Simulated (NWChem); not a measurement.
# CH₄O₂Si₂; SMILES O=C1[SiH2]O[SiH2]1

```xyz
9

O      0.0000     0.0000     2.2509
C      0.0000     0.0000     1.0580
Si     0.0000     1.3404    -0.4075
O      0.0000     0.0000    -1.4386
Si     0.0000    -1.3404    -0.4075
H      1.2244     2.1785    -0.5645
H     -1.2244     2.1785    -0.5645
H      1.2244    -2.1785    -0.5645
H     -1.2244    -2.1785    -0.5645
```
Atoms are numbered in this order, from 1.

Level: PBE0/def2-SVP (NWChem), optimised geometry, unscaled harmonic frequencies. 

Question: List the harmonic frequencies with IR intensities, and the thermochemistry.

Answer: 
```tsv
frequency (cm⁻¹)	IR intensity (km/mol)
117	4.4
268	13.3
292	0.7
410	0.0
439	0.0
475	0.4
647	12.6
660	5.0
673	0.0
698	95.6
727	12.2
741	3.5
898	280.7
908	291.6
947	164.2
983	16.9
1872	241.9
2229	220.3
2240	1.8
2248	0.0
2248	253.8
```

| Item | Value |
|---|---|
| zero-point energy | 29.6 kcal/mol |
| thermal correction to the enthalpy at 298.15 K (with zero-point energy) | 34.0 kcal/mol |
| heat capacity Cv | 22.4 cal/(mol K) |
| entropy at 298.15 K and 1 atm (symmetry number 2) | 76.4 cal/(mol K) |
| dipole moment | 0.71 D |

Rigid rotor and harmonic oscillator.
